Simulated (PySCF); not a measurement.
C2H3Cl2Ga, SMILES [Cl][Ga]([CH]=C)[Cl].

The structure is a stationary point at r2SCAN-D4/def2-SVP. The structure was generated by enumeration; whether it is a known compound was not checked. One conformer was computed; it need not be the lowest.

The numbers are results of C-PCM-ωB97X/def2-SVP (PySCF 2.14.0), not measurements.

The values are the electrostatic part of the solvation free energy, E(continuum) − E(gas) at the gas-phase geometry, in a cavity of scaled van der Waals radii (PySCF's table); cavitation and dispersion terms are not included. A continuum can't describe solvent molecules that bind to the metal. In vacuum the orbital gap is 11.27 eV. The dipole moment in vacuum is 2.92 D.

Q: Estimate the values in water (ε = 78.36), toluene (ε = 2.37), ethanol (ε = 24.85). (An estimate is asked for; the answer gives what the named calculation found.)

A: 
```json
[
 {"solvent": "water", "ε": "78.36", "ΔG(elec) (kcal/mol)": "-5.0", "dipole (D)": "3.61", "gap (eV)": "11.32"},
 {"solvent": "toluene", "ε": "2.37", "ΔG(elec) (kcal/mol)": "-2.8", "dipole (D)": "3.29", "gap (eV)": "11.31"},
 {"solvent": "ethanol", "ε": "24.85", "ΔG(elec) (kcal/mol)": "-4.9", "dipole (D)": "3.58", "gap (eV)": "11.32"}
]
```
